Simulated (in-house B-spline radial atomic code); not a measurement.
**Ionising the potassium ion K⁷⁺ with different functionals**

Computed with an all-electron radial atomic-structure program (B-spline basis): four-component Dirac-Coulomb Hamiltonian, Fermi nucleus of rms radius 3.4349 fm, spin-restricted, spherical fractional occupations for the functionals. The ionisation energy is the difference of two self-consistent energies, [Ne] 3s2 → [Ne] 3s1, without Breit or QED terms; ε is the level of the shell that loses the electron (mean over j).

Hybrids are left out here: with spherical fractional occupations of an open shell their exact exchange keeps a self-interaction that integer-occupation calculations don't have.

| method | rung | ΔSCF (eV) | -ε(3s) (eV) |
| --- | --- | --- | --- |
| LDA VWN5 | LDA | 155.99 | 145.94 |
| relativistic LDA | LDA | 155.90 | 145.86 |
| LDA PW92 | LDA | 155.98 | 145.93 |
| LDA exchange-only | LDA | 154.29 | 144.21 |
| PBE | GGA | 155.81 | 145.82 |
| PBEsol | GGA | 155.62 | 145.69 |
| BLYP | GGA | 155.97 | 145.88 |
| RPBE | GGA | 155.57 | 145.69 |
| PW91 | GGA | 155.96 | 145.98 |
| BP86 | GGA | 155.97 | 146.01 |
| AM05 | GGA | 155.53 | 145.62 |
| OLYP | GGA | 155.31 | 145.61 |

How do they compare with the NIST value?

NIST lists 154.87 eV ± 0.05 (semi-empirical, ground level to ground level). Errors run from -0.58 to +1.12 eV; OLYP is closest (+0.44 eV), but part of that can be cancellation, since the calculations leave out Breit-QED terms, spin polarisation, the near-degeneracy of s² and p².
